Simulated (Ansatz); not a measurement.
Ansatz (a program for electronic structure) input file for TaOF3, SMILES [F][Ta](=[O])([F])[F], multiplicity 1, B3LYP-D3(BJ)/def2-SVP. 

Ansatz 0.2 input:
```yaml
crystal:
  periodic: [false, false, false]
  atoms:
    - {symbol: Ta, position_ang: [-0.00000000, 0.00000000, -0.02740319]}
    - {symbol: O, position_ang: [0.00000002, -0.00000001, -1.72827071]}
    - {symbol: F, position_ang: [1.49925332, 0.86559431, 0.58617033]}
    - {symbol: F, position_ang: [0.00000000, -1.73118862, 0.58617033]}
    - {symbol: F, position_ang: [-1.49925334, 0.86559431, 0.58617031]}
basis:
  gaussian:
    orbitals: def2-SVP
hamiltonian:
  xc: b3lyp
  dispersion: d3bj
relax: {f_tol: 0.002, max_steps: 200}
```

It prints:

```
Functional definition: B3LYP
integrals: 0.04 GiB planned
899 factors; integrals over basis functions are off by at most 4.0e-4 eV
mean field: 0.32 GiB planned
mean field evaluation 1: about -11735.5727 eV, gradient 8.8e1 eV
mean field evaluation 2: about -11591.3715 eV, gradient 2.6e2 eV
mean field evaluation 4: about -11747.8217 eV, gradient 2.7e1 eV
mean field evaluation 8: about -11749.0566 eV, gradient 5.1e-1 eV
mean field evaluation 16: about -11749.1012 eV, gradient 2.6e-5 eV
mean field -11749.10118516 eV, -431.7715047279 hartree, gradient 2.5e-5 eV, S^2 0.000000; 0 other end points of the search recorded, 0 dependent functions left out
the calculation of the forces begins
reference -11749.10146241 eV, -431.7715149164 hartree; 24, 24 occupied and 64, 64 virtual orbitals, 899 factors
relax step   1: F+E_penalty+E_count = -11749.24349601 eV  Δ(F+E_penalty+E_count) = +0.000e0 eV  max|allowed force component| = 1.668e0 eV/Å  Δτ_max = 0.0000 Å  (29 SCF iters, accepted)
these checks for a lower state are left out or cut short: starts, cluster_reference, orbital_swaps, neighbouring_geometries, increment
integrals: 0.04 GiB planned
899 factors; integrals over basis functions are off by at most 4.5e-4 eV
mean field: 0.32 GiB planned
mean field -11749.24563391 eV, -431.7768131215 hartree, gradient 4.5e-6 eV, S^2 0.000000; 0 other end points of the search recorded, 0 dependent functions left out
the calculation of the forces begins
reference -11749.24591208 eV, -431.7768233440 hartree; 24, 24 occupied and 64, 64 virtual orbitals, 899 factors
relax step   2: F+E_penalty+E_count = -11749.38619926 eV  Δ(F+E_penalty+E_count) = -1.427e-1 eV  max|allowed force component| = 3.243e-1 eV/Å  Δτ_max = 0.0629 Å  (39 SCF iters, accepted)
these checks for a lower state are left out or cut short: starts, cluster_reference, orbital_swaps, neighbouring_geometries, increment
integrals: 0.04 GiB planned
899 factors; integrals over basis functions are off by at most 4.4e-4 eV
mean field: 0.32 GiB planned
mean field evaluation 32: about -11749.2480 eV, gradient 6.1e-5 eV
mean field -11749.24800437 eV, -431.7769002344 hartree, gradient 4.5e-6 eV, S^2 0.000000; 0 other end points of the search recorded, 0 dependent functions left out
the calculation of the forces begins
reference -11749.24828230 eV, -431.7769104479 hartree; 24, 24 occupied and 64, 64 virtual orbitals, 899 factors
relax step   3: F+E_penalty+E_count = -11749.38865985 eV  Δ(F+E_penalty+E_count) = -2.461e-3 eV  max|allowed force component| = 1.124e-1 eV/Å  Δτ_max = 0.0143 Å  (33 SCF iters, accepted)
these checks for a lower state are left out or cut short: starts, cluster_reference, orbital_swaps, neighbouring_geometries, increment
integrals: 0.04 GiB planned
899 factors; integrals over basis functions are off by at most 4.4e-4 eV
mean field: 0.32 GiB planned
mean field -11749.24815403 eV, -431.7769057344 hartree, gradient 4.4e-6 eV, S^2 0.000000; 0 other end points of the search recorded, 0 dependent functions left out
the calculation of the forces begins
reference -11749.24843188 eV, -431.7769159449 hartree; 24, 24 occupied and 64, 64 virtual orbitals, 899 factors
relax step   4: F+E_penalty+E_count = -11749.38884721 eV  Δ(F+E_penalty+E_count) = -1.874e-4 eV  max|allowed force component| = 5.416e-3 eV/Å  Δτ_max = 0.0046 Å  (34 SCF iters, accepted)
these checks for a lower state are left out or cut short: starts, cluster_reference, orbital_swaps, neighbouring_geometries, increment
integrals: 0.04 GiB planned
899 factors; integrals over basis functions are off by at most 4.4e-4 eV
mean field: 0.32 GiB planned
mean field -11749.24815469 eV, -431.7769057586 hartree, gradient 1.7e-5 eV, S^2 0.000000; 0 other end points of the search recorded, 0 dependent functions left out
the calculation of the forces begins
reference -11749.24843254 eV, -431.7769159691 hartree; 24, 24 occupied and 64, 64 virtual orbitals, 899 factors
relax step   5: F+E_penalty+E_count = -11749.38884744 eV  Δ(F+E_penalty+E_count) = -2.282e-7 eV  max|allowed force component| = 5.879e-4 eV/Å  Δτ_max = 0.0001 Å  (21 SCF iters, accepted)
integrals: 0.04 GiB planned
899 factors; integrals over basis functions are off by at most 4.4e-4 eV
mean field: 0.32 GiB planned
mean field evaluation 64: about -11749.2482 eV, gradient 6.9e-4 eV
mean field -11749.24815469 eV, -431.7769057586 hartree, gradient 1.7e-5 eV, S^2 0.000000; 1 other end points of the search recorded, 0 dependent functions left out
the calculation of the forces begins
reference -11749.24843254 eV, -431.7769159691 hartree; 24, 24 occupied and 64, 64 virtual orbitals, 899 factors
Total energy: -11749.38912528 eV, -431.7820863322 hartree
Atom 0 at     0.000000    -0.000075     0.014422 Å, force     0.000000     0.000003    -0.000588 eV/Å
Atom 1 at     0.000000    -0.000010    -1.703705 Å, force    -0.000000    -0.000000     0.000510 eV/Å
Atom 2 at     1.558564     0.899990     0.564052 Å, force    -0.000030    -0.000018     0.000026 eV/Å
Atom 3 at     0.000000    -1.799896     0.564015 Å, force    -0.000000     0.000033     0.000026 eV/Å
Atom 4 at    -1.558564     0.899990     0.564052 Å, force     0.000030    -0.000018     0.000026 eV/Å
Dipole moment:    -0.000000    -0.000142     0.369603 e Å
```

The run converged.
